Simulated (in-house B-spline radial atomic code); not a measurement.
Results of a calculation; reference values are marked as such.
Weak and strong correlation along the adiabatic connection

Two-electron singlets in several external potentials (atomic units), by full CI in B-splines with partial waves to l = 8 (correlation energies up to 0.6 % small). The repulsion is scaled by λ at fixed density; W(λ) is the mean repulsion less the Hartree energy, W(0) = E_x, and the area under W from 0 to 1 is E_xc.

Relative drop (W(λ) − E_x)/E_x:

```tsv
system	λ = 0.12	λ = 0.25	λ = 0.4	λ = 0.6	λ = 0.8	λ = 1
−Z/r, Z = 7.25	0.0026	0.0053	0.0085	0.0126	0.0166	0.0206
ω²r²/2, ω = 0.527	0.0217	0.0428	0.0644	0.0893	0.1105	0.1288
empty sphere, radius 2.16 bohr	0.0164	0.0328	0.0502	0.0709	0.0893	0.1057
ω²r²/2 − Z/r, ω = 0.213, Z = -1	0.0542	0.0997	0.1397	0.1788	0.2070	0.2281
−V exp(−r²/w²), V = 22.1, w = 2.81	0.0103	0.0208	0.0323	0.0466	0.0598	0.0720
−V exp(−r²/w²), V = 10.2, w = 13.0	0.0273	0.0530	0.0785	0.1070	0.1305	0.1502
−Z/r, Z = 0.917, wall at 0.997 bohr	0.0066	0.0136	0.0213	0.0312	0.0405	0.0494
```

Q: Order the systems by how far second-order (GL2) theory, half the initial slope (estimated from the first points of each curve), overshoots the correlation energy, least first.
A. ω²r²/2, ω = 0.527
B. empty sphere, radius 2.16 bohr
C. −Z/r, Z = 0.917, wall at 0.997 bohr
D. ω²r²/2 − Z/r, ω = 0.213, Z = -1
E. −Z/r, Z = 7.25
F. −V exp(−r²/w²), V = 10.2, w = 13.0
G. −V exp(−r²/w²), V = 22.1, w = 2.81

A: E (GL2/E_c = 1.04), C (GL2/E_c = 1.09), G (GL2/E_c = 1.14), B (GL2/E_c = 1.22), A (GL2/E_c = 1.31), F (GL2/E_c = 1.39), D (GL2/E_c = 1.74).

Q: What else changes along this order?

A: The ratio follows the bend of the curve. With it the leading natural occupation goes from 1.999 to 1.814 and −T_c/E_c from 0.97 to 0.56 between the first and the last.
